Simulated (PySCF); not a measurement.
**Excited states of Ag⁺ (silver, charge +1)**

Ground state [Kr] 4d10, ¹S. Calculation: PySCF 2.14, in x2c-SVPall with two added diffuse shells each of s, p, d type (8s7p7d1f, 71 functions); scalar relativity by spin-free X2C-1e. Vertical excitation energies in eV without spin-orbit coupling; excited terms of each kind are numbered among those the solver found.

```json
{"term": "1 3D", "leading excitation": "4d → s", "TDA-BHandHLYP": "5.162", "TD-BHandHLYP": "5.148"}
{"term": "1 1D", "leading excitation": "4d → s", "TDA-BHandHLYP": "5.729", "TD-BHandHLYP": "5.715"}
{"term": "1 3P°", "leading excitation": "4d → p", "TDA-BHandHLYP": "10.042", "TD-BHandHLYP": "10.029"}
{"term": "1 3F°", "leading excitation": "4d → p", "TDA-BHandHLYP": "10.198", "TD-BHandHLYP": "10.186"}
{"term": "1 1F°", "leading excitation": "4d → p", "TDA-BHandHLYP": "10.427", "TD-BHandHLYP": "10.425"}
{"term": "1 1D°", "leading excitation": "4d → p", "TDA-BHandHLYP": "10.569", "TD-BHandHLYP": "10.567"}
{"term": "1 3D°", "leading excitation": "4d → p", "TDA-BHandHLYP": "10.569", "TD-BHandHLYP": "10.567"}
{"term": "1 1P°", "leading excitation": "4d → p", "TDA-BHandHLYP": "11.125", "TD-BHandHLYP": "11.053"}
{"term": "2 3D", "leading excitation": "4d → s", "TDA-BHandHLYP": "14.569", "TD-BHandHLYP": "14.568"}
{"term": "2 1D", "leading excitation": "4d → s", "TDA-BHandHLYP": "14.625", "TD-BHandHLYP": "14.624"}
```

Where a singlet and its triplet coincide, the exchange integral that splits them vanishes by symmetry for a single excitation; correlation beyond this level separates them.

Oscillator strength of the first ¹S → ¹P° line: TDA-BHandHLYP 0.838, TD-BHandHLYP 0.738.

The spin-orbit splitting of the hole, absent here, rivals or exceeds the spacing of these terms, so the LS terms are model states.

The solver can miss terms. Rydberg members are limited by the diffuse functions of the basis.
